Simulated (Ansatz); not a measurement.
A calculation with Ansatz (development build ahead of 0.2.0).

```yaml
crystal:
  periodic: [false, false, false]
  atoms:
    - { symbol: B, position_ang: [0.0, 0.0, 1.6229] }
    - { symbol: B, position_ang: [0.0, 0.0, -1.6229] }
    - { symbol: P, position_ang: [0.0, 0.0, 5.313] }
    - { symbol: P, position_ang: [0.0, 0.0, -5.313] }
basis:
  gaussian: { orbitals: pcseg-2 }
magnetization:
  spin_polarized: true
hamiltonian:
  xc: pbe
```

The input is written out in the form of the current development build from the run's settings.

The run gave:

| Property | Result |
| --- | --- |
| Converged | yes |
| Total energy | -731.47822 hartree |
| Spin squared of the determinant | 3.471 |
| Stability test | minimum |

Caution: charge can spread falsely over distant fragments; the unrestricted determinant is a mixture of spin states.
